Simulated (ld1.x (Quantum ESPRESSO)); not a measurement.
**Transferability test, TM potential for N (Z = 7)**

nitrogen, norm-conserving Troullier–Martins (Kleinman–Bylander form), made with ld1.x (Quantum ESPRESSO) 7.5 (PBE, non-relativistic). Core [He], reference 2s2 2p3. Waves: 2s (bound): rc 0.75 bohr; 3d channel at 0.5 Ry: rc 1.40 bohr; 2p (bound): rc 1.35 bohr. Local part: the p channel. Core correction: Bessel-smoothed model core inside 0.60 bohr.

Energies are relative to the spin-unpolarised reference configuration 2s2 2p3; without spin polarisation the order of configurations can differ from experiment.

Q: Give the all-electron excitation energy and the error of the potential for: 2s2 2p2; 2s2 2p1; 2s2 2p0; 2s1 2p4; 2s2 2p2.5; 2s1 2p0; 2s0 2p5.

A:

```csv
valence configuration,charge,ΔE all-electron (eV),error AE − PS (meV)
2s2 2p2,+1,13.597,+3.9
2s2 2p1,+2,42.456,+76
2s2 2p0,+3,89.541,+443
2s1 2p4,0,11.477,+9.7
2s2 2p2.5,+0.5,5.096,+0.1
2s1 2p0,+4,167.310,+806
2s0 2p5,0,22.981,+39
```

Levels in the configuration 2s2 2p1:

```json
{"level": "2s", "all-electron (eV)": "-49.125", "pseudo (eV)": "-49.090"}
{"level": "2p", "all-electron (eV)": "-37.515", "pseudo (eV)": "-37.352"}
```
